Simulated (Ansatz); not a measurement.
Consider the substitution at a C–Si bond: `C[SiH2]CS` + `N[Si](Cl)(Cl)Cl` → `CN[Si](Cl)(Cl)Cl` + `[SiH3]CS`.

Isolated molecules relaxed with PBE0-D4/def2-TZVP in Ansatz; ΔE leaves out vibrations. CCSD(T)/CBS adds triple-zeta CCSD(T) − MP2 to the extrapolated MP2 energy (def2 sets, frozen cores). One conformer a species, not always the lowest.

`C[SiH2]CS`:

Z-matrix (Å, degrees):
```
C
Si 1 1.865
H 1 1.092 2 110.4
H 1 1.092 2 110.9 3 120.3
H 1 1.093 2 110.7 3 -119.8
C 2 1.881 1 111.2 3 56.3
H 2 1.491 1 110.6 3 -62.9
H 2 1.492 1 110.5 3 177.5
S 6 1.814 2 111.8 1 -62.5
H 6 1.094 2 109.5 1 53.7
H 6 1.092 2 112.3 1 172.6
H 9 1.343 6 97.2 2 -49.5
```

`N[Si](Cl)(Cl)Cl`:

Z-matrix (Å, degrees):
```
Si
Cl 1 2.043
Cl 1 2.031 2 106.9
N 1 1.683 2 115.4 3 120.4
Cl 1 2.031 2 106.9 3 -119.2
H 4 1.007 1 120.8 2 75.8
H 4 1.007 1 120.8 2 -76.0
```

`CN[Si](Cl)(Cl)Cl`:

```xyz
10

C    -0.955   -0.936    0.579
N    -0.564    0.150   -0.298
Si    0.996    0.751   -0.459
Cl    1.765    1.554    1.256
Cl    0.948    2.202   -1.882
Cl    2.279   -0.736   -0.995
H    -1.746   -1.533    0.121
H    -1.301   -0.585    1.557
H    -0.103   -1.599    0.744
H    -1.320    0.732   -0.622
```

`[SiH3]CS`:

Cartesian coordinates in Å:
```
Si -0.859 0.599 0.265
C 0.479 -0.265 -0.730
S 1.243 -1.610 0.215
H -1.942 -0.361 0.591
H -1.425 1.746 -0.498
H -0.261 1.113 1.527
H 0.028 -0.744 -1.603
H 1.237 0.430 -1.098
H 1.500 -0.908 1.332
```

```
           species  MP2/def2-SVP energy (Eh)
       `C[SiH2]CS`                -767.11520
 `N[Si](Cl)(Cl)Cl`               -1723.32744
`CN[Si](Cl)(Cl)Cl`               -1762.46603
        `[SiH3]CS`                -727.95177
```

Work out ΔE.

ΔE = (-1762.46603) + (-727.95177) − (-767.11520) − (-1723.32744) = 0.02484 Eh = +65.2 kJ/mol. CCSD(T)/CBS gives +80.7 kJ/mol.

What do rigid-rotor, harmonic-oscillator terms from PBE0-D4/def2-TZVP frequencies (298.15 K, 1 bar) make of the CCSD(T)/CBS value? (Best estimate.)

Computed: ΔZPE = -0.8 kJ/mol, ΔH = +79.5 kJ/mol, ΔS = -1 J/(mol·K), ΔG = +79.9 kJ/mol.

Largest T1 diagnostic among the species: 0.011.

Leaving LDA and LC-ωPBE aside and taking each functional with its dispersion term where it has one, the values, not all of them listed here, spread over 10.4 kJ/mol, from BLYP-D4 to B97M-V. At CCSD(T), def2-SVP lies −21.5 kJ/mol from the extrapolated value and def2-TZVPP −2.8 kJ/mol. In def2-TZVPP, CCSD(T) changes the Hartree–Fock value by +5.5 kJ/mol (the triples alone add +0.3 kJ/mol) and MP2 by +9.5 kJ/mol.
